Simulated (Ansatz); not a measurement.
Total energies of C2H2FSn, SMILES `C#[C][SnH][F]` radical.

```
atom   x (Å)   y (Å)   z (Å)
  C1   0.528  -1.407  -1.145
  C2   0.130  -0.467  -0.499
 Sn3  -0.650   1.248   0.389
  F4   0.861   2.026   1.299
  H5   0.893  -2.248  -1.690
  H6  -1.762   0.849   1.647
```

Total charge 0; spin multiplicity 2. Correlated methods include outer-core shells of Sn, which these sets cover unevenly. Sn: def2 effective core potential. Geometry: relaxed with PBE0-D4/def2-TZVP. Basis def2-TZVPP, Ansatz.

RPA on PBE orbitals: Hartree–Fock energy of these orbitals -389.64321 Eh, correlation -1.28559 Eh (frozen core).

```csv
functional,energy without D4 (Eh),D4 term (kJ/mol)
PBE,-391.35570,-11.3
BLYP,-391.47447,-24.6
r2SCAN,-391.54853,-2.6
B97M-V,-391.52193,–
PBE0,-391.36468,-9.6
B3LYP,-391.63211,-18.6
r2SCAN0,-391.49294,-3.1
BHLYP,-391.39962,-15.8
CAM-B3LYP,-391.47263,-9.9
LC-ωPBE,-391.46846,–
ωB97X-V,-391.47435,–
ωB97M-V,-391.45352,–
B2PLYP,-391.22932,–
PBE-QIDH,-391.14204,–
```

Question: Give the same for LDA (SPW92), revPBE, r2SCANh, HSE06 (plane-wave form). (Best estimate.)

Answer: The calculation gave: 
```tsv
functional	energy without D4 (Eh)	D4 term (kJ/mol)
LDA (SPW92)	-389.85531	–
revPBE	-391.54852	-30.8
r2SCANh	-391.52577	-2.8
HSE06 (plane-wave form)	-391.35476	-9.1
```

B3LYP takes the VWN-RPA correlation (the form of Gaussian; ORCA's B3LYP/G). HSE06 is the plane-wave form, built on full-range PBE exchange. The double hybrids freeze the cores in their second-order part.

LC-ωPBE has ω = 0.4 bohr⁻¹.
